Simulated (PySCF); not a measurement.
PySCF 2.14 output of a UHF calculation on a single atom or ion in def2-SVP (5s3p2d1f, 31 functions), with the non-relativistic Hamiltonian (point nucleus):

```
SCF conv_tol = 1e-09
number electrons alpha = 14  beta = 13
cycle= 1 E= -1637.81773303697  delta_E= -0.00316  |g|= 0.0179  |ddm|= 0.0276
cycle= 2 E= -1637.81777106766  delta_E= -3.8e-05  |g|= 0.00219  |ddm|= 0.00323
cycle= 3 E= -1637.81777181558  delta_E= -7.48e-07  |g|= 0.00027  |ddm|= 0.000735
cycle= 4 E= -1637.81777184824  delta_E= -3.27e-08  |g|= 0.000108  |ddm|= 0.000209
cycle= 5 E= -1637.81777185601  delta_E= -7.77e-09  |g|= 1.59e-05  |ddm|= 0.000134
cycle= 6 E= -1637.81777185631  delta_E= -3.08e-10  |g|= 3.7e-06  |ddm|= 3.53e-05
converged SCF energy = -1637.81777185631  <S^2> = 0.75095292  2S+1 = 2.0009527
```

The run itself started from symmetry-adapted Hartree-Fock orbitals and held the occupation by maximum overlap, so the iterations belong to that start.

Question: Which element, charge and spin multiplicity is this?

Answer: Cu(2+) (copper, charge +2), multiplicity 2; the state was [Ar] 3d9, 2D determinant.
